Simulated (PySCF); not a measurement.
SMILES [In]([SeH])([SeH])[SeH] (H3InSe3), PBE0/def2-SVP optimised geometry.

```
7

In     0.00     0.55     0.00
Se    -2.23     1.72     0.00
H     -2.95     0.43     0.00
Se     2.08     1.97     0.00
H      2.95     0.78    -0.01
Se     0.08    -1.97     0.00
H      1.56    -1.97     0.00
```

Density from PBE0/def2-TZVP, def2 effective core potentials past Kr in PySCF at that geometry. The core electrons that the potentials of In replace are not part of the density.

Minimum of the electron density along straight lines between bonded atoms, close to the bond critical point (lines longer than 1.1 times the sum of covalent radii, or with two minima, are not listed):

| bond | length / Å | ρ at the minimum / e bohr⁻³ | ∇²ρ there / e bohr⁻⁵ | position (fraction from the first atom) |
|---|---|---|---|---|
| In1–Se2 | 2.516 | 0.074 | 0.08 | 0.47 |
| Se2–H3 | 1.472 | 0.173 | -0.30 | 0.63 |
| In1–Se4 | 2.518 | 0.074 | 0.08 | 0.47 |
| Se4–H5 | 1.472 | 0.173 | -0.30 | 0.63 |
| In1–Se6 | 2.521 | 0.074 | 0.08 | 0.47 |
| Se6–H7 | 1.472 | 0.173 | -0.30 | 0.63 |
